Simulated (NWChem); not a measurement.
System: SiH2O2BrCl; SMILES O[Si](O)(Cl)Br

Input file for NWChem:

```
start job
memory heap 200 mb stack 900 mb global 1100 mb
geometry units angstroms noautosym nocenter noautoz
  O     -1.241189    -0.950791     1.394454
  Si    -0.416959    -0.604326     0.005556
  O     -1.411277    -0.885424    -1.292700
  Cl     1.239708    -1.821415     0.013350
  Br     0.280330     1.521357    -0.065738
  H     -2.113656    -0.523650     1.467765
  H     -1.125473    -0.488938    -2.135067
end
basis spherical
  O library 6-31g*
  Si library 6-31g*
  Cl library 6-31g*
  Br library 6-31g*
  H library 6-31g*
end
dft
  xc hfexch
  iterations 150
end
property
  efieldgrad
end
task dft property
```

The geometry was optimised at PBE-D3(BJ)/def2-SVP.

Vzz is the largest principal value of the second derivative of the potential at the nucleus (NWChem prints the opposite sign); η is the asymmetry. Non-relativistic.

Atoms are numbered as in the input.

Question: Predict the main results of this run. (Hartree-Fock/6-31G* (spherical d).) Quantities: Vzz O1 (a.u.); η O1; Vzz O3 (a.u.); η O3; Vzz Cl4 (a.u.); η Cl4; Vzz Br5 (a.u.); η Br5.

Answer: 
```json
{
 "Vzz O1 (a.u.)": "1.425",
 "η O1": "0.69",
 "Vzz O3 (a.u.)": "1.402",
 "η O3": "0.70",
 "Vzz Cl4 (a.u.)": "2.200",
 "η Cl4": "0.03",
 "Vzz Br5 (a.u.)": "4.030",
 "η Br5": "0.04"
}
```
